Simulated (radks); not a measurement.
Results of a calculation; reference values are marked as such.
Pd4+, configuration [Ar] 3d10 4s2 4p5 4d6 5s1 (not the ground configuration).

Level of theory: non-relativistic Kohn-Sham, exchange-only LDA, spin-polarised, spherical densities, point nucleus; open shells are filled with parallel spins first (spin-orbit coupling, left out, can overturn this in heavy ions); relativity is left out, which matters for an element this heavy (a radial shooting solver on a logarithmic mesh with Libxc functionals).

Energy parts (eV):
total: -134010.230
kinetic: 134010.230
electron-nucleus: -316801.621
Hartree: 52317.146
exchange: -3535.986

Orbitals (lengths in bohr, moments of r in powers of bohr; r(max) is where P^2 peaks):
orbital	occ.	eigenvalue (eV)	<1/r>	<r>	r(max)
1s up	1	-23472.93	45.44	0.03314	0.02193
1s down	1	-23472.60	45.44	0.03313	0.02193
2s up	1	-3418.057	10.32	0.1439	0.1220
2s down	1	-3416.889	10.32	0.1439	0.1220
2p up	3	-3181.356	10.32	0.1230	0.09560
2p down	3	-3180.343	10.32	0.1230	0.09560
3s up	1	-667.7787	3.652	0.3926	0.3539
3s down	1	-666.7155	3.654	0.3922	0.3540
3p up	3	-573.1423	3.571	0.3847	0.3403
3p down	3	-572.0011	3.573	0.3843	0.3404
3d up	5	-397.8717	3.416	0.3574	0.2820
3d down	5	-396.5166	3.419	0.3570	0.2821
4s up	1	-144.0290	1.439	0.9521	0.8691
4s down	1	-138.4138	1.443	0.9507	0.8664
4p up	3	-113.8229	1.337	1.012	0.9066
4p down	2	-108.1739	1.340	1.011	0.9039
4d up	5	-64.3183	1.095	1.204	1.018
4d down	1	-58.7452	1.092	1.211	1.016
5s up	1	-43.7033	0.5906	2.217	2.058
5s down	0	-39.5259	0.5763	2.268	2.082

The highest occupied level is 5s up at -43.703 eV. The electron density at the nucleus is 6.806e+04 e/bohr^3. Spin moment in Bohr magnetons: 6.
